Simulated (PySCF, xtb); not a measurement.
Al(F)(Me)(SiH3) (CH6AlFSi), SMILES [Al]([F])([SiH3])[CH3].

GFN2-xTB in xtb 6.7.1 at its own geometry gives an orbital gap of 3.60 eV and a dipole moment of 1.98 D.

Geometry optimised at r2SCAN-D4/def2-SVP. The geometry has at least one imaginary mode, so it is a saddle point at that level. The structure was generated by enumeration; whether it is a known compound was not checked.

What does PySCF with ωB97X/def2-TZVP give? (Estimate from the structure and the level; the computed values follow.)

gap 10.34 eV (levels -9.89 and 0.45 eV), dipole 1.79 D.
